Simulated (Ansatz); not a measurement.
Isomers of C2H5BrOSi, relaxed with PBE0-D4/def2-TZVP in Ansatz; electronic energies, one conformer each and not always the lowest. Functionals use def2-TZVPP; CBS adds triple-zeta CCSD(T) − MP2 to the MP2 limit of def2-TZVPP and def2-QZVPP.

Outer-core shells of Br are correlated without core-valence functions. Scalar relativity is left out up to krypton. Spin–orbit coupling is left out.

Task: Order them by energy at frozen-core CCSD(T)/CBS, lowest first. (Estimate.)
A. `Br[SiH]1CCO1`
B. `BrC1CO[SiH2]1`
C. `[SiH3]O/C=C\Br`
D. `O[Si]1(Br)CC1`

Result: A (0.0 kcal/mol), D (2.5 kcal/mol), B (40.8 kcal/mol), C (46.7 kcal/mol).

Task: How do B2PLYP, B3LYP-D4, ωB97M-V, PBE-D4 place them (kcal/mol, against `Br[SiH]1CCO1`)? (Best estimate.)

Result: Computed: 
```tsv
isomer	B2PLYP	B3LYP-D4	ωB97M-V	PBE-D4
`BrC1CO[SiH2]1`	40.5	39.9	41.1	40.1
`[SiH3]O/C=C\Br`	43.5	41.9	47.6	45.5
`O[Si]1(Br)CC1`	2.7	2.8	2.7	1.9
```

B3LYP here is the variant with VWN-RPA as its local correlation; programs differ in this.
